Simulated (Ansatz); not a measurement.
# A small benchmark: atomisation enthalpy at 298 K

10 molecules holding an element past argon; the atomisation enthalpy at 298 K in kJ/mol, computed less measured. Shapes, held fixed at every level: PBE0-D4/def2-TZVP. Thermal terms are harmonic and unscaled (PBE0-D4/def2-TZVP); the spin-orbit lowering of the free atoms is taken from their spectra. Programs: Ansatz 0.2.0. Measured values: Active Thermochemical Tables, CRC Handbook of Chemistry and Physics.

Levels: A = r2SCAN-D4/def2-TZVPP; B = BHLYP/STO-3G; C = MP2/def2-TZVPP; D = CCSD(T)/def2-SVP; E = CCSD/def2-TZVPP.

```tsv
molecule	from tabulated heats	A	B	C	D	E
HBr (hydrogen bromide)	366	-2	+38	-8	-26	-12
ICl (iodine monochloride)	211	-12	-19	-16	-80	-51
HI (hydrogen iodide)	298	-8	+52	-12	-31	-14
I2 (iodine)	151	-16	+1	-17	-72	-52
H2Se (hydrogen selenide)	633	+14	+147	-13	-33	-6
H2Te (hydrogen telluride)	533	+11	+173	-14	-34	-1
AsF3 (arsenic trifluoride)	1326	+25	-374	+41	-167	-83
AsH3 (SMILES [AsH3])	890	-11	+303	-70	-83	-38
CH3Br (SMILES CBr)	1519	+1	+275	-23	-86	-55
GeH4 (germane)	1153	+18	+639	-25	-39	+10
```

(1) Which level does best on this set, which worst, and which err to one side?

## Answers

(1) 
```csv
level,kind,mean error,mean absolute error,worst case
r2SCAN-D4/def2-TZVPP,meta-GGA,+2.0,11.8,AsF3
BHLYP/STO-3G,global hybrid,+123.5,202.1,GeH4
MP2/def2-TZVPP,perturbation theory,-15.7,23.9,AsH3
CCSD(T)/def2-SVP,coupled cluster or CI,-65.1,65.1,AsF3
CCSD/def2-TZVPP,coupled cluster or CI,-30.2,32.2,AsF3
```

On this set r2SCAN-D4/def2-TZVPP has the smallest mean absolute error and BHLYP/STO-3G the largest. BHLYP/STO-3G is too high in 8 of 10; MP2/def2-TZVPP is too low in 9 of 10; CCSD(T)/def2-SVP is too low in 10 of 10; CCSD/def2-TZVPP is too low in 9 of 10. The heats of H2Se, H2Te come from older tables and can be uncertain by 10 kJ/mol or more. The molecules' own spin-orbit binding is left out, so errors for heavy halides read too negative. The tabulated value of AsF3 is in doubt (older tables, estimates, or at odds with other calculations) and kept here. Over the 9 molecules whose values aren't doubted the mean absolute errors are A 10.3; B 183.0; C 22.0; D 53.8; E 26.6. For BHLYP/STO-3G the error grows with the size of the molecule. Rows in very small basis sets show the basis more than the method. Correlated wave functions converge slowly with the basis. CCSD also lacks the triples, which bind further. For atoms past krypton def2 sets carry core potentials with scalar relativity. All-electron rows are non-relativistic unless named. Relativity is left out for As, Br, Ge, Se. Outer-core shells of As, Br, Ge, I, Se, Te are correlated in most correlated rows, in sets that cover them unevenly. The set is small.
